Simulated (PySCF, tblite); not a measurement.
**Question.** What does the GFN2-xTB structure of `COP(=O)(OC)OC(C)C` look like in three dimensions?

**Answer.** 
```xyz
23
C5H13O4P angstrom
C      2.4873   -1.9158    0.4721
O      1.3954   -1.0887    0.8373
P      0.8993   -0.0216   -0.2415
O      0.8038   -0.5153   -1.6191
O      1.9325    1.1771   -0.0143
C      1.9462    2.2216   -0.9715
O     -0.4416    0.5403    0.3836
C     -1.6708   -0.1063    0.0349
C     -2.7434    0.9704   -0.0513
C     -1.9995   -1.1640    1.0783
H      2.4355   -2.8050    1.0997
H      2.4134   -2.1931   -0.5810
H      3.4301   -1.3944    0.6433
H      2.9535    2.6379   -0.9784
H      1.6958    1.8319   -1.9599
H      1.2283    2.9948   -0.6929
H     -1.5353   -0.5814   -0.9450
H     -2.4840    1.6979   -0.8161
H     -3.6996    0.5190   -0.3002
H     -2.8262    1.4828    0.9039
H     -2.9201   -1.6778    0.8145
H     -2.1167   -0.6975    2.0535
H     -1.1889   -1.8859    1.1329
```

Any rigid rotation of these coordinates is as good. Atoms count from 1 in this order. Of the pairs four or more bonds apart, O4···H17 is among the closest relative to their van der Waals radii: 2.44 Å, 90 % of the sum of Bondi's values. O2 (oxygen bonded to C and P) is bent (angle 117.1°). P3 (phosphoryl phosphorus) is distorted tetrahedral (angles from 101.8° to 115.8°). The 4 O–P bonds span 1.466 Å (P3=O4, drawn double) to 1.599 Å (P3–O5, drawn single), a spread of 0.133 Å.

Bonds between heavy atoms (Å): C1–O2 1.418, O2–P3 1.596, P3=O4 1.466, P3–O5 1.599, O5–C6 1.417, P3–O7 1.583, O7–C8 1.432, C8–C9 1.522, C8–C10 1.522.

The geometry is computed with GFN2-xTB (gas phase).

Point group: C1 (no symmetry element, even within 0.4 Å). Its GFN2-xTB frequencies are all real (lowest 24 cm⁻¹). One conformer, not necessarily the lowest (C1–O2–P3–O4 43°, O2–P3–O5–C6 169°, O2–P3–O7–C8 -91°, P3–O7–C8–C9 -144°). 3 starts were optimised and ended at 0.00, 0.22 and 0.63 kcal/mol (GFN2-xTB); the lowest of these is shown.
